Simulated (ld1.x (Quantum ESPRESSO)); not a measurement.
Before and after: TM potential for Ag (Z = 47)

| Property | Result |
| --- | --- |
| Element | silver (Ag) |
| Generator | ld1.x (Quantum ESPRESSO) 7.5 |
| Type | norm-conserving Troullier–Martins (Kleinman–Bylander form) |
| Functional | PBE |
| Relativity | non-relativistic |
| Frozen core | [Kr] |
| Valence charge | 11 |
| Reference configuration | 4d10 5s0.75 5p0 (charge +0.25) |
| Partial waves | 5p (bound, empty): rc 2.40 bohr; 4d (bound): rc 1.10 bohr; 5s (bound): rc 2.80 bohr |
| Local potential | the s channel |
| Core correction | Bessel-smoothed model core inside 0.55 bohr |

Change: type PAW; waves now 5s (bound): rcut 2.45, rcutus 2.80 bohr; 5s channel at 3 Ry: rcut 2.45, rcutus 2.80 bohr; 5p (bound): rcut 2.10, rcutus 2.40 bohr; 5p channel at 1.25 Ry: rcut 2.10, rcutus 2.40 bohr; 4d (bound): rcut 0.95, rcutus 1.10 bohr; 4d channel at 1.2 Ry: rcut 0.95, rcutus 1.10 bohr; local potential all-electron potential smoothed inside 2.35 bohr (lloc = -1); augmentation PSQ, inside the norm-conserving radii.

Cutoffs: the cutoffs (Ry, on a coarse ladder) from which the occupation-weighted sum of valence levels, in a spherical-Bessel basis at the reference potential, stays within 10 and 1 mRy of its value at 400 Ry; they do not see the model core or the augmentation charge, which bear on the density cutoff. Errors are all-electron minus pseudo energies relative to the spin-unpolarised reference configuration.

How do hardness, ghosts and transferability respond?

The potential gets harder (90 Ry and 100 Ry → 90 Ry and 160 Ry); of the 7 tests that both files solve, the error grows in 0 and shrinks in 6 by more than 15 % and 0.3 meV (median size 154.3 → 51.2 meV); the range in which the s phases agree widens (upper end 1.7 → 4.2); the range in which the d phases agree widens (upper end 0.5 → at the end of the scan); neither file shows a bound ghost. Several settings change at once here, so the effects cannot be laid on one of them.

```csv
quantity,base,changed
"cutoff, loose",90 Ry,90 Ry
"cutoff, tight",100 Ry,160 Ry
bound ghosts,none,none
"error for 4d10 5s1 5p0, meV [ΔE -1.19 eV]",-0.3,-0.1
"error for 4d10 5s0 5p0, meV [ΔE 6.00 eV]",-6.1,-1.0
"error for 4d9 5s0 5p0, meV [ΔE 28.42 eV]",-183,-67
"error for 4d9 5s1 5p0, meV [ΔE 12.49 eV]",-154,-51
"error for 4d9 5s1 5p1, meV [ΔE 7.93 eV]",-187,-52
"error for 4d10 5s0.5 5p0, meV [ΔE 1.58 eV]",-0.5,-0.1
"error for 4d8 5s0 5p0, meV [ΔE 65.08 eV]",-926,-394
s: phases at 3.06 bohr within 0.05 rad from the reference energy up to (Ry; the scan ends near 5),1.7,4.2
p: phases at 3.06 bohr within 0.05 rad from the reference energy up to (Ry; the scan ends near 5),2.8,2.3
d: phases at 3.06 bohr within 0.05 rad from the reference energy up to (Ry; the scan ends near 5),0.5,to the end of the scan
```
